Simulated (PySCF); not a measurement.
**Orbital energies and ionisation energy**

C₅H₁₁GeNO₂.
Geometry (PBE0-D3(BJ)/def2-SVP, Å), atoms numbered from 1 in this order:
```
atom  x, y, z in Å
O1     3.052    1.344    1.017
C2     2.793    0.552    0.150
O3     3.330   -0.678    0.109
Ge4    1.426    0.846   -1.285
N5    -0.198    0.264   -0.681
C6    -0.909    0.958    0.375
C7    -2.256    0.222    0.441
C8    -1.962   -1.179   -0.135
C9    -0.467   -1.147   -0.485
H10    3.918   -0.754    0.882
H11    1.781    0.037   -2.542
H12    1.336    2.358   -1.522
H13   -1.011    2.031    0.149
H14   -0.388    0.880    1.354
H15   -3.004    0.741   -0.174
H16   -2.646    0.187    1.469
H17   -2.559   -1.355   -1.041
H18   -2.194   -1.990    0.571
H19    0.126   -1.575    0.353
H20   -0.219   -1.730   -1.386
```

Level: wB97X-D/def2-SVPD (PySCF). Frontier orbitals with their largest atomic shares (Löwdin; up to four atoms above 4 %):

```tsv
orbital	ε (eV)	main atoms
HOMO−3	-11.39	Ge4 16 %, H12 15 %, C8 13 %, C9 13 %
HOMO−2	-10.92	C7 18 %, C8 18 %, H15 10 %, H17 10 %
HOMO−1	-9.93	O1 50 %, C2 12 %, Ge4 11 %, O3 8 %
HOMO	-8.19	?
LUMO	1.11	C2 31 %, O1 22 %, Ge4 18 %, O3 12 %
LUMO+1	1.81	Ge4 28 %, O3 20 %, C2 11 %, H10 8 %
LUMO+2	2.49	Ge4 21 %, O3 18 %, C2 7 %, H11 7 %
```

Question: What vertical ionisation energy does ΔSCF give, and how far is −ε(HOMO) from it?

Answer: ΔSCF: 8.17 eV (788 kJ/mol; threshold wavelength 152 nm); ⟨S²⟩ of the doublet left behind is 0.758, against 0.75 for a pure doublet. −ε(HOMO) is 8.19 eV, 0.02 eV above it. For the exact functional −ε(HOMO) would equal the first vertical ionisation energy; wB97X-D (range-separated hybrid) comes within 0.02 eV of that here.

Question: On which atoms does the HOMO lie?

Answer: N5 (nitrogen bonded to 2 C and Ge) 51 %, C6 (sp3 carbon bound to nitrogen) 8 %, C9 (sp3 carbon bound to nitrogen) 8 %, Ge4 (germanium bonded to C, N and 2 H) 6 %. The HOMO−1 lies 1.74 eV lower.

Question: How many of the 10 lowest singlet excitations (vertical TDDFT, same level) lie below the ionisation energy?

Answer: All 10; they run from 4.74 to 7.72 eV.

Question: What kinetic energy would electrons from this vertical process carry with 118.2 nm light (10.49 eV)?

Answer: 10.49 − 8.17 = 2.32 eV.

Isolated species at its PBE0-D3(BJ)/def2-SVP geometry (one conformer only). The calculation is non-relativistic, for germanium too.

These values come from a run that also computed excited states and ΔSCF ions. The run took 4.1 min wall (grids of density and orbitals included) on one thread, Arm Neoverse V2 (aarch64), no GPU, shared host with 32 logical CPUs at a one-minute load of 15, and the process peaked at 1.4 GiB of memory.
